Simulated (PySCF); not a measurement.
## Kr⁺: ionisation energy

Kr⁺ [Ar] 3d10 4s2 4p5 (2P) → Kr²⁺ [Ar] 3d10 4s2 4p4 (3P), as a difference of total energies. Calculation: PySCF 2.14, in aug-cc-pwCVTZ-PP with ECP10MDF; scalar relativity through the core potential. Correlated levels: valence: 3s2 3p6 3d10 frozen; valence and next inner shell: nothing frozen outside the core potential. The calculations carry no spin-orbit coupling.

```json
{"method": "UHF", "ionisation energy (eV)": "23.235", "difference from reference (eV)": "-1.125"}
{"method": "LDA", "ionisation energy (eV)": "24.553", "difference from reference (eV)": "+0.193"}
{"method": "PBE", "ionisation energy (eV)": "24.256", "difference from reference (eV)": "-0.104"}
{"method": "PBE0", "ionisation energy (eV)": "24.307", "difference from reference (eV)": "-0.053"}
{"method": "r2SCAN", "ionisation energy (eV)": "24.400", "difference from reference (eV)": "+0.040"}
{"method": "PW91", "ionisation energy (eV)": "24.346", "difference from reference (eV)": "-0.014"}
{"method": "MN15", "ionisation energy (eV)": "23.974", "difference from reference (eV)": "-0.386"}
{"method": "BP86", "ionisation energy (eV)": "24.407", "difference from reference (eV)": "+0.047"}
{"method": "M06", "ionisation energy (eV)": "24.166", "difference from reference (eV)": "-0.194"}
{"method": "MP2 (valence)", "ionisation energy (eV)": "24.103", "difference from reference (eV)": "-0.257"}
{"method": "SCS-MP2 (valence)", "ionisation energy (eV)": "24.105", "difference from reference (eV)": "-0.255"}
{"method": "MP2 (valence and next inner shell)", "ionisation energy (eV)": "24.227", "difference from reference (eV)": "-0.133"}
{"method": "SCS-MP2 (valence and next inner shell)", "ionisation energy (eV)": "24.193", "difference from reference (eV)": "-0.167"}
```

Reference: 24.360 eV (measured; NIST Atomic Spectra Database, ionization energies).

The reference lies between the lowest fine-structure levels, while these numbers refer to the centres of the terms.

Errors of the correlated levels include the incompleteness of this basis and the frozen core.
